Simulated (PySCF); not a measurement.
**Computed properties of AlH4NO, SMILES [NH2][AlH][OH]**

Al(H)(OH)(NH2) (AlH4NO), SMILES [NH2][AlH][OH]. Geometry: TPSSh-D3(BJ)/def2-TZVP. One conformer was computed; it need not be the lowest. All values are computed for the isolated molecule unless a solvent is named; none is compared with measurement here.

**Structure.** The optimised structure has Cs symmetry. All 15 harmonic modes at TPSSh-D3(BJ)/def2-TZVP (PySCF) are real, so it is a minimum. With heavy atoms numbered as in [AlH:1]([OH:3])[NH2:5], the shortest bond between them is Al1–O3 at 1.705 Å and the longest Al1–N5 at 1.767 Å.

**Vibrations.** The strongest infrared lines (harmonic, unscaled, degenerate partners summed) lie at 387 cm⁻¹ (277 km/mol, H 77 %, N 19 %), 904 cm⁻¹ (193 km/mol, Al 49 %, O 21 %, N 16 %, H 15 %), 1960 cm⁻¹ (163 km/mol, H 96 %). The softest mode is at 211 cm⁻¹ and the zero-point energy is 28.6 kcal/mol.

**Electronic structure.** CAM-B3LYP/def2-TZVPD (PySCF) places the frontier levels at -8.89 and 0.30 eV, a gap of 9.19 eV, and gives a dipole moment of 0.56 D and a mean polarisability of 40.2 bohr³.

**Excitations.** TDA-M06-2X/def2-SVPD (PySCF) has S1 at 6.37 eV (195 nm, f = 0.055, bright); the most intense of the 10 singlets computed lies at 8.54 eV (f = 0.12). T1 (TDA) is at 5.94 eV, 0.43 eV under S1. No vertical singlet excitation falls in the visible range (under 3.1 eV).

**NMR.** GIAO shifts at KT2/pcSseg-2 (PySCF) (non-relativistic, atoms alike by connectivity averaged): ¹H from 1.1 to 4.8 ppm against TMS.
